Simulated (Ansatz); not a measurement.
Reaction (substitution at a C–O bond): `CO[Si](F)(F)F` + HCl → `CCl` + `O[Si](F)(F)F`

Program: Ansatz. Geometries: PBE0-D4/def2-TZVP. ΔE: electronic, gas phase. CBS: MP2 limit from def2 TZ/QZ plus the TZ coupled-cluster correction, frozen cores. This one scheme is used for every species. Functionals use def2-TZVPP. One conformer a species, not always the lowest.

`CO[Si](F)(F)F`:

Cartesian coordinates in Å:
```
C 0.345 -0.655 -1.187
O -0.287 0.430 -0.530
Si -0.369 0.683 1.044
F -1.103 -0.487 1.798
F -1.161 2.011 1.289
F 1.055 0.818 1.700
H 0.218 -0.511 -2.259
H -0.112 -1.605 -0.899
H 1.413 -0.683 -0.956
```

HCl:

Cartesian coordinates in Å:
```
Cl -0.174 -0.481 -0.384
H 0.174 0.481 0.384
```

`CCl`:

Cartesian coordinates in Å:
```
C -0.048 -0.134 0.034
Cl 0.534 1.489 -0.381
H 0.552 -0.866 -0.502
H -1.092 -0.214 -0.259
H 0.054 -0.276 1.107
```

`O[Si](F)(F)F`:

Z-matrix (Å, degrees):
```
Si
F 1 1.572
F 1 1.572 2 106.8
O 1 1.604 2 112.4 3 -123.7
F 1 1.565 2 108.8 3 117.2
H 4 0.958 1 120.4 2 60.3
```

| level | ΔE (eV) |
| --- | --- |
| PBE0 | -0.33 |
| RPA@PBE/def2-TZVPP | -0.23 |
| CCSD/def2-TZVPP | -0.26 |
| HF/CBS(def2) | -0.25 |

(1) What does CCSD(T)/CBS give? (Estimate.)

Largest T1 diagnostic among the species: 0.011.

Answers

(1) The calculation gave: -0.32 eV. The listed levels differ from it by -0.01, 0.09, 0.06, 0.07 eV.

Leaving LDA and LC-ωPBE aside and taking each functional with its dispersion term where it has one, the values, not all of them listed here, spread over 0.08 eV, from PBE-QIDH to CAM-B3LYP-D4. LDA lies +0.05 eV from PBE without D4. The D4 term adds +0.04 eV with B3LYP and +0.02 eV with PBE0; it sums over pairs of atoms, weighted by their polarisabilities, and B3LYP, whose exchange is more repulsive, gets the larger term.

B3LYP here is the variant with VWN-RPA as its local correlation; programs differ in this.
